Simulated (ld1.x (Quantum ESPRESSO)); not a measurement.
# Scattering properties, ultrasoft potential for titanium (Ti)

* Element: titanium
* Generator: ld1.x (Quantum ESPRESSO) 7.5
* Type: ultrasoft
* Functional: Wu–Cohen
* Relativity: scalar-relativistic
* Frozen core: [Ar]
* Valence charge: 4
* Reference configuration: 3d2 4s2 4p0
* Partial waves: 4s (bound): rcut 2.05, rcutus 2.90 bohr; 4s channel at 3.05 Ry: rcut 2.05, rcutus 2.90 bohr; 4p (bound, empty): rcut 2.20, rcutus 2.70 bohr; 4p channel at 1.95 Ry: rcut 2.20, rcutus 2.70 bohr; 3d (bound): rcut 1.10, rcutus 1.15 bohr; 3d channel at 4.9 Ry: rcut 1.10, rcutus 1.15 bohr; 4f channel at 0.05 Ry: rc 2.80 bohr
* Local potential: the f channel
* Core correction: none
* Augmentation charge: PSQ, radius 1.10 bohr

The phase is arctan(r·u′/u) with u = r·R(r), unwrapped; energies in Ry, scanned from -2 to 5 Ry. A pole is an energy at which the radial function vanishes at the test radius. The pseudo phase is shifted by a multiple of π to meet the all-electron one at the reference energy, and phase errors are pseudo minus all-electron; the curves can meet again beyond the range given. Levels narrower than the energy grid can be missing from the lists of poles.

```tsv
channel	radius (bohr)	reference energy (Ry)	poles, all-electron	poles, pseudo	unbroken range about the reference energy with phases within 0.05 rad	phase error 1 Ry above the reference energy (rad)
s	3.17	-0.33	0.96	0.96	below 4.0	-0.001
p	3.17	-0.11	1.69	1.68	below 3.3	-0.004
d	3.17	-0.31	-0.18, 2.93	-0.18, 2.91	the whole range	-0.005
f	3.17	0.05	3.09	3.16	below 4.2	+0.002
```

Phases in the p channel:

```
E (Ry)  all-electron  pseudo
 -2.00         1.330   1.325
 -1.76         1.310   1.305
 -1.52         1.285   1.281
 -1.28         1.252   1.249
 -1.04         1.209   1.206
 -0.80         1.145   1.143
 -0.56         1.044   1.042
 -0.32         0.861   0.861
 -0.08         0.474   0.474
  0.16        -0.272  -0.274
  0.40        -0.909  -0.914
  0.64        -1.210  -1.214
  0.88        -1.360  -1.364
  1.12        -1.450  -1.453
  1.36        -1.511  -1.513
  1.60        -1.556  -1.558
  1.84        -1.594  -1.595
  2.08        -1.628  -1.617
  2.32        -1.661  -1.656
  2.56        -1.696  -1.686
  2.80        -1.735  -1.719
  3.04        -1.783  -1.756
  3.28        -1.849  -1.801
  3.52        -1.952  -1.860
  3.76        -2.139  -1.945
  4.00        -2.552  -2.080
  4.24        -3.374  -2.324
  4.48        -4.010  -2.807
  4.72        -4.285  -3.502
  4.96        -4.420  -3.985
```
